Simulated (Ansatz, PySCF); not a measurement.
System: SbF2, charge 1, multiplicity 1. SMILES of the parent species: [F][Sb][F]
Coordinates optimised at B3LYP-D3(BJ)/def2-TZVP (Ansatz, an electronic-structure program):
```xyz
3

Sb     0.0237    -0.0142     0.3216
F      0.6537     1.2143    -0.9127
F     -0.7882    -1.1339    -0.9099
```
Charge +1, spin multiplicity 1.

Unscaled harmonic wavenumbers (cm⁻¹) in rising order, each level at the stationary point that it reaches from this structure (no distance between atoms moves by over 0.3 Å); the order of modes can differ between levels, and a negative number is imaginary. B3LYP-D3(BJ)/def2-TZVP (PySCF, at the structure above): 223, 710, 721.

HF/6-31G* with LANL2DZ past Ar (Ansatz): 267, 782, 798. Zero-point energy 2.6 against 2.4 kcal/mol; where all levels lie over 400 cm⁻¹, the wavenumbers are on average 1.104 times those of B3LYP-D3(BJ)/def2-TZVP.

B3LYP/6-31G* with LANL2DZ past Ar (Ansatz): 224, 704, 709. Zero-point energy 2.3 against 2.4 kcal/mol; where all levels lie over 400 cm⁻¹, the wavenumbers are on average 0.987 times those of B3LYP-D3(BJ)/def2-TZVP.
